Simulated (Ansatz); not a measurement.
NaI₂. Total charge 0; doublet. Geometry B3LYP-D4/def2-TZVP; atoms count from 1.

```xyz
3

Na   -0.0012    0.0025   -0.0077
I    -1.2779   -2.5268   -0.6542
I     1.2790    2.5243    0.6618
```

In the def2 sets I takes a core potential; there is no spin–orbit coupling. Another isomer (doublet) lies 0.54 eV lower at PBE0-D4/def2-TZVP; other spin states weren't run for this one.

**Question.** Estimate the Mulliken populations from the PBE0/def2-TZVP orbitals of Ansatz.

**Answer.** 
```
atom  charge (e)  spin (α − β)
 Na1        0.56         -0.02
  I2       -0.28          0.51
  I3       -0.28          0.51
```
Mulliken values and Mayer orders depend strongly on the basis.

**Question.** Where does the spin sit?

**Answer.** Summed by element: Na -0.02, I 1.02, of 1 unpaired in all. Largest on single atoms: I3 0.51, I2 0.51, Na1 -0.02.

**Question.** And the Mayer bond orders between bonded heavy atoms (over 0.3)?

**Answer.** Na1–I2 0.40 (2.91 Å); Na1–I3 0.40 (2.91 Å). Values over 0.3 also appear between atoms too far apart for a bond (I2–I3 0.48 at 5.81 Å); they arise where an orbital or an unpaired electron spreads over both atoms.
